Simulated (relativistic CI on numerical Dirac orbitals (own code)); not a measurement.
**Electric-dipole lines of Fe XXIII**

Calculated at this level of theory: Dirac-Coulomb-Breit CI, orbitals from a KLI potential per configuration, model QED, unscaled Slater integrals (own radial code, finite nucleus).

CI space (outside the closed core 1s2): 2s², 2s2p, 2p², 2p3s, 2p3p, 2s3s, 2s3p, 2s3d, 2s4s, 2s4p, 2s4d, 2s4f, 3s², 3s3p, 3p². Levels of other configurations are missing.

```tsv
λ vac (Å)	Lower	Upper	A (s⁻¹)	log gf	S velocity/length
8.3018	2s² ¹S0 [1]	2s4p ¹P°1 [40]	5.16e+12	-0.80	0.97
8.5509	2s2p ³P°1 [3]	2s4d ³D2 [42]	5.18e+12	-0.55	0.97
8.6167	2s2p ³P°2 [4]	2s4d ³D3 [43]	6.78e+12	-0.28	0.98
8.8235	2s2p ¹P°1 [5]	2s4d ¹D2 [44]	6.86e+12	-0.40	0.98
10.898	2s2p ³P°0 [2]	2p3p ¹P1 [27]	3.30e+12	-0.75	0.98
10.903	2s2p ³P°2 [4]	2p3p ³P2 [32]	4.98e+12	-0.35	0.97
10.906	2s2p ³P°2 [4]	2p3p ³S1 [31]	5.48e+12	-0.53	0.98
10.928	2s2p ³P°2 [4]	2p3p ³D3 [30]	4.41e+12	-0.26	0.99
10.937	2s2p ³P°1 [3]	2p3p ³D2 [26]	4.17e+12	-0.43	0.98
10.976	2s² ¹S0 [1]	2s3p ¹P°1 [15]	7.71e+12	-0.38	0.97
11.014	2s² ¹S0 [1]	2s3p ³P°1 [14]	4.51e+12	-0.61	0.98
11.183	2s2p ¹P°1 [5]	2p3p ¹D2 [33]	7.38e+12	-0.16	0.95
11.301	2s2p ³P°0 [2]	2s3d ³D1 [17]	1.32e+13	-0.12	0.98
11.335	2s2p ³P°1 [3]	2s3d ³D2 [18]	1.74e+13	0.22	0.98
11.341	2s2p ³P°1 [3]	2s3d ³D1 [17]	9.63e+12	-0.25	0.98
11.445	2s2p ³P°2 [4]	2s3d ³D3 [19]	2.25e+13	0.49	0.98
11.455	2s2p ³P°2 [4]	2s3d ³D2 [18]	5.64e+12	-0.26	0.98
11.752	2s2p ¹P°1 [5]	2s3d ¹D2 [20]	1.67e+13	0.24	0.98
31.941	2s3s ³S1 [11]	2s4p ³P°2 [39]	7.78e+11	-0.23	1.04
33.113	2s3p ³P°1 [14]	2s4d ¹D2 [44]	5.03e+11	-0.38	1.00
33.379	2s3p ³P°1 [14]	2s4d ³D2 [42]	1.11e+12	-0.03	0.99
33.390	2s3p ³P°0 [13]	2s4d ³D1 [41]	1.10e+12	-0.26	0.99
33.460	2s3p ¹P°1 [15]	2s4d ¹D2 [44]	1.29e+12	0.03	1.00
33.745	2s3p ³P°2 [16]	2s4d ³D3 [43]	1.98e+12	0.37	0.99
34.451	2s3d ³D1 [17]	2s4f ³F°2 [45]	3.30e+12	0.47	0.99
34.498	2s3d ³D2 [18]	2s4f ³F°3 [46]	3.43e+12	0.63	0.99
34.504	2s3d ³D2 [18]	2s4f ³F°2 [45]	6.10e+11	-0.26	0.99
34.571	2s3d ³D3 [19]	2s4f ³F°4 [47]	3.95e+12	0.80	1.00
34.588	2s3d ³D3 [19]	2s4f ³F°3 [46]	4.16e+11	-0.28	1.00
35.316	2s3d ¹D2 [20]	2s4f ¹F°3 [48]	3.73e+12	0.69	1.00
```

Terms are leading LS components. Brackets give the number of a level in order of energy, since labels repeat. The list gives strong lines, with weight on those to low levels, among the lowest 48 of 58 levels, so that lines to higher ones, which can be the strongest, are missing. Levels whose partners in the same complex of configurations lie outside the list can be far off, and so can their lines. Rates are taken at the computed energies, electric ones in the length gauge. A velocity-to-length ratio far from 1 marks an uncertain rate.

At this charge energies of transitions that change n are usually good to better than 1 %, and those within a shell (Δn = 0) to a few per cent.

Q: From the table, what is the radiative lifetime of 2s4d ¹D2?

A: The listed rates from this level add up to about 8.65e+12 s⁻¹, 97 % of its decay; with all channels τ = 1.13e-13 s.

LS names give the leading component of a level, which can be under half, so a name can repeat, a term be missing and a line seem to break the LS rules.
